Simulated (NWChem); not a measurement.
System: SiHF, singlet; SMILES F[SiH]

Program: NWChem. Low-valent species are run as closed-shell singlets; no triplet was tried in these runs. Geometry: optimised at PBE-D3(BJ)/def2-SVP. Core excitations by TDA in a window of 1s orbitals, non-relativistic and unshifted: absolute energies depend strongly on the exact-exchange share.

For level Si K edge, PBE/cc-pVTZ:

- first 1s excitation (eV) = 1778.6
- dipole oscillator strength of the first = 0.0055
- first state with f > 0.002 (eV) = 1778.6
- dipole oscillator strength of that state = 0.0055

### Question
How do the values read with level F K edge, BHandHLYP/cc-pVTZ instead?

### Answer
The first 1s excitation (eV) comes out as 682.2, the dipole oscillator strength of the first is 0.0137 and the first state with f > 0.002 (eV) is 682.2. The dipole oscillator strength of that state is 0.0137.
